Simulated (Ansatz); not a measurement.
Ge(All)(H)3 (C3H8Ge), SMILES C=C[CH2][GeH3].

Geometry: B3LYP-D3(BJ)/def2-SVP. The values are those of a single conformer.

Two levels are set side by side: PBE/def2-SVPD (Ansatz, a program for electronic structure) and PBE0/def2-SVPD (Ansatz). Energy differences of separate SCF runs at the same geometry; the states with an electron removed or added have multiplicity 2 and 2. Differences are taken from unrounded values.

| quantity | PBE0 | PBE | PBE minus PBE0 |
|---|---|---|---|
| vertical ionisation energy (eV) | 9.10 | 9.03 | -0.07 |
| vertical singlet–triplet gap (eV) | 4.08 | 4.19 | 0.11 |
